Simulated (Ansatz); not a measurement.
Frontier orbitals of C2H6AlN (`[NH2][Al]1[CH2][CH2]1`).

| atom | x (Å) | y (Å) | z (Å) |
| --- | --- | --- | --- |
| N1 | 0.384 | 1.158 | 1.978 |
| Al2 | 0.093 | 0.282 | 0.482 |
| C3 | -0.078 | 0.103 | -1.398 |
| C4 | -0.302 | -1.250 | -0.562 |
| H5 | 0.597 | 2.140 | 2.035 |
| H6 | 0.361 | 0.747 | 2.897 |
| H7 | -0.961 | 0.439 | -1.941 |
| H8 | 0.777 | 0.072 | -2.071 |
| H9 | 0.434 | -2.025 | -0.770 |
| H10 | -1.306 | -1.665 | -0.650 |

The species carries charge 0 and has multiplicity 1. The structure was optimised at the PBE0-D4/def2-TZVP level. It is one conformer, not always the lowest. Basis def2-TZVPP, Ansatz 0.2.0.

Orbital energies of one run (eV). Highest occupied ones, from the top: -8.02, -10.06, -10.40, -11.91, -13.69, -14.45, -15.02, -16.27, -18.72, -23.09, -26.29, -75.09, -75.14, -75.32. Empty: 1.44, 1.95, 2.89, 3.32, 4.39, 4.68.

(1) Which functional gave them?
A. HSE06 (plane-wave form)
B. r2SCANh
C. ωB97X-V
D. PBE

Answers

(1) C. HOMO energies: ωB97X-V -8.02, r2SCANh -5.16, PBE -4.57, HSE06 -5.29 eV.
